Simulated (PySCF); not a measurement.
# Löwdin shares of the frontier orbitals

C2H5BFN.
Cartesian coordinates in Å at the PBE0-D3(BJ)/def2-SVP level; atoms count from 1:
```
atom  x, y, z in Å
C1     2.058    0.020    0.042
C2     0.617   -0.098    0.039
N3    -0.529   -0.193    0.028
B4    -2.132   -0.332   -0.016
F5    -2.565   -0.200    1.290
H6     2.377    0.636    0.894
H7     2.391    0.500   -0.890
H8     2.520   -0.975    0.122
H9    -2.277   -1.449   -0.506
H10   -2.447    0.588   -0.768
```

Computed, not measured: TDDFT CAM-B3LYP/def2-SVPD, vertical, gas phase, core orbitals frozen in the response in PySCF.

Frontier orbitals with the atoms that hold most of them (Löwdin shares over 4%, at most four atoms; ? is withheld):

```json
{"orbital": "HOMO-3", "ε (eV)": "-12.31", "atoms": "F5 54%, N3 18%, C2 12%, B4 7%"}
{"orbital": "HOMO-2", "ε (eV)": "-12.03", "atoms": "F5 43%, N3 21%, C2 14%, B4 9%"}
{"orbital": "HOMO-1", "ε (eV)": "-10.61", "atoms": "?"}
{"orbital": "HOMO", "ε (eV)": "-8.70", "atoms": "?"}
{"orbital": "LUMO", "ε (eV)": "0.27", "atoms": "C2 31%, N3 29%, C1 17%, H6 10%"}
{"orbital": "LUMO+1", "ε (eV)": "0.32", "atoms": "C1 36%, C2 24%, H7 14%, H8 9%"}
{"orbital": "LUMO+2", "ε (eV)": "0.44", "atoms": "N3 33%, C2 31%, C1 15%, H8 8%"}
```

(1) Give the leading atoms of the HOMO.

(2) Give the leading atoms of the HOMO-1.

(3) The HOMO–LUMO gap is 8.96 eV. Where does the response calculation put the lowest singlet, and from which orbitals?

(4) Give energy, strength and leading configuration of S1, S3 and S4, and follow the Löwdin shares of the leading atoms from the occupied to the empty orbital.

Answers

(1) B4 (bonded to F, N and 2 H) 31%; F5 (bonded to B) 22%; H9 (bonded to B) 18%; H10 (bonded to B) 18%. By element: hydrogen 37% or more, boron 31%, fluorine 22%.

(2) F5 (bonded to B) 38%; B4 (bonded to F, N and 2 H) 25%; H10 (bonded to B) 13%; H9 (bonded to B) 13%. By element: fluorine 38%, hydrogen 26% or more, boron 25%.

(3) S1 is at 5.60 eV (f = 0.0031), 3.36 eV below the gap, made of HOMO→LUMO (86%), HOMO→LUMO+1 (10%). Without the coupling terms of the response equations the lowest excitation would equal the gap.

(4) 
- S1 (5.60 eV, f 0.0031), HOMO→LUMO (86%): B4 31% → at most 10%, F5 22% → at most 10%, C2 at most 11% → 31%, N3 at most 11% → 29%
- S3 (6.74 eV, f 0.0051), HOMO→LUMO+1 (79%): B4 31% → at most 10%, F5 22% → at most 10%, C1 at most 11% → 36%, C2 at most 11% → 24%
- S4 (7.59 eV, f 0.040), HOMO-1→LUMO (87%): F5 38% → at most 10%, B4 25% → at most 10%, C2 at most 12% → 31%, N3 at most 12% → 29%

Löwdin shares depend on the basis, the more so with diffuse functions.
